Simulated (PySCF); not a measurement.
Geometry:
| atom | x (Å) | y (Å) | z (Å) |
| --- | --- | --- | --- |
| Li1 | 1.370 | 0.851 | 0.109 |
| F2 | 0.064 | 1.449 | 0.988 |
| Li3 | -1.305 | 0.482 | 0.800 |
| F4 | -1.485 | -0.923 | -0.116 |
| Li5 | -0.059 | -1.337 | -0.911 |
| F6 | 1.415 | -0.521 | -0.869 |

Geometry: PBE0-D3(BJ)/def2-SVP; GIAO absolute shieldings from PySCF, gas phase, non-relativistic, averaged over equivalent atoms.

At KT2/pcSseg-1 (87 basis functions, 6.7 s wall time on 1 thread of an x86-64 server CPU, shared host):
| atoms | σ (ppm) |
| --- | --- |
| Li1/Li3/Li5 | 89.6 |
| F2/F4/F6 | 423.2 |

Q: Estimate the result of repeating the calculation with PBE0/pcSseg-1.

A: 
| atoms | σ at PBE0/pcSseg-1 | change |
| --- | --- | --- |
| Li1/Li3/Li5 | 89.9 | +0.3 |
| F2/F4/F6 | 426.6 | +3.4 |

The largest change is at F2/F4/F6 (fluorine bonded to 2 Li). Cost: 87 basis functions, 5.1 s wall time on 1 thread of an x86-64 server CPU, shared host.
